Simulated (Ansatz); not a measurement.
The lowest singlet and triplet of CHBr (SMILES [CH]Br); geometries from B3LYP-D3(BJ)/def2-TZVP, each state relaxed from the structure named, with no frequency check.
Singlet at the triplet's geometry (charge 0, multiplicity 1):
```json
[
 {"atom": "C", "x (Å)": "-1.4461", "y (Å)": "0.3920", "z (Å)": "0.0000"},
 {"atom": "Br", "x (Å)": "0.3135", "y (Å)": "-0.0591", "z (Å)": "0.0000"},
 {"atom": "H", "x (Å)": "-2.2943", "y (Å)": "-0.2828", "z (Å)": "0.0000"}
]
```

A positive gap puts the triplet lower; no zero-point energy. R- takes a restricted singlet. U- takes an unrestricted singlet (broken symmetry where lower, unprojected). The triplet is unrestricted in single-reference levels. Active spaces average the two states.

Cores are frozen in the correlated methods. Filled d and f shells under p-block atoms count as core.

The values were computed with Ansatz (a first-principles code) with Gaussian orbitals. 

| level | gap E(singlet) − E(triplet), vertical, at the triplet's geometry (eV) |
|---|---|
| U-PBE0/def2-TZVPP (spin-contaminated) | 0.153 |
| R-B2PLYP/def2-TZVPP | 0.342 |
| R-MP2/cc-pVDZ | 0.569 |
| R-SCS-MP2/cc-pVDZ | 0.429 |
| R-CCSD/cc-pVTZ | 0.379 |
| R-CCSD/cc-pVQZ | 0.351 |
| SA-CASSCF(2,2)/cc-pVTZ | 0.592 |
| SC-NEVPT2 on SA-CASSCF(2,2)/cc-pVDZ | ? |
| FIC-MRCISD+Q on SA-CASSCF(2,2)/cc-pVDZ | ? |

### Question
Some entries are withheld; supply them.

### Answer

- SC-NEVPT2 on SA-CASSCF(2,2)/cc-pVDZ, gap E(singlet) − E(triplet), vertical, at the triplet's geometry (eV): 0.504
- FIC-MRCISD+Q on SA-CASSCF(2,2)/cc-pVDZ, gap E(singlet) − E(triplet), vertical, at the triplet's geometry (eV): 0.397

Doubts at one or more of the structures used: a restricted determinant that unrestricted orbitals would lower (R-B2PLYP/def2-TZVPP, R-MP2/cc-pVDZ, R-SCS-MP2/cc-pVDZ, R-CCSD/cc-pVTZ, R-CCSD/cc-pVQZ).
